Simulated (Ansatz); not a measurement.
Ansatz (a quantum-chemistry and plane-wave program) input:

Ansatz 0.2 input:
```yaml
crystal:
  periodic: [false, false, false]
  atoms:
    - {symbol: C, position_ang: [-0.00000000, -0.00000000, 0.00000000]}
    - {symbol: H, position_ang: [1.07877132, 0.00818296, 0.01706258]}
    - {symbol: H, position_ang: [-0.54598586, 0.92977198, -0.03910430]}
    - {symbol: H, position_ang: [-0.53278545, -0.93795494, 0.02204172]}
basis:
  gaussian:
    orbitals: def2-TZVP
hamiltonian:
  xc: b3lyp
  dispersion: d3bj
magnetization: {spin_polarized: true, initial_magnetization: 1}
phonons: {temperatures: {t_min: 298.15, t_max: 298.15, t_step: 100}}
```

Predict the final energy.

-39.86014 Eh (B3LYP-D3(BJ)/def2-TZVP). The basis has 49 functions.
